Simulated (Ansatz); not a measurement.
Be₂O₂H₄⁺, that is (HBe-mu-OH)2 with one electron fewer. Total charge 1; doublet. Geometry r2SCAN-D4/def2-TZVP, that of the neutral singlet; atoms count from 1.

```xyz
8

Be    0.490   -1.005   -0.088
H     1.090   -2.209   -0.193
O    -0.037    0.079   -1.109
Be   -0.492    1.004    0.088
H    -1.074    2.217    0.194
O     0.021   -0.087    1.109
H    -0.051    0.156   -2.059
H     0.053   -0.155    2.059
```

**Question.** Estimate the Mulliken populations from the PBE0/def2-TZVP orbitals of Ansatz.

**Answer.** 
```
atom  charge (e)  spin (α − β)
 Be1        0.25          0.14
  H2        0.15          0.31
  O3       -0.28          0.05
 Be4        0.25          0.14
  H5        0.15          0.31
  O6       -0.28          0.05
  H7        0.37          0.00
  H8        0.37          0.00
```
Mulliken values depend strongly on the basis.

**Question.** Where does the spin sit?

**Answer.** Summed by element: Be 0.29, H 0.62, O 0.10, of 1 unpaired in all. Largest on single atoms: H5 0.31, H2 0.31, Be4 0.14.

**Question.** And the Mayer bond orders between heavy atoms (over 0.3)?

**Answer.** Be1–O3 0.83 (1.58 Å); Be1–O6 0.83 (1.58 Å); O3–Be4 0.83 (1.58 Å); Be4–O6 0.83 (1.58 Å).
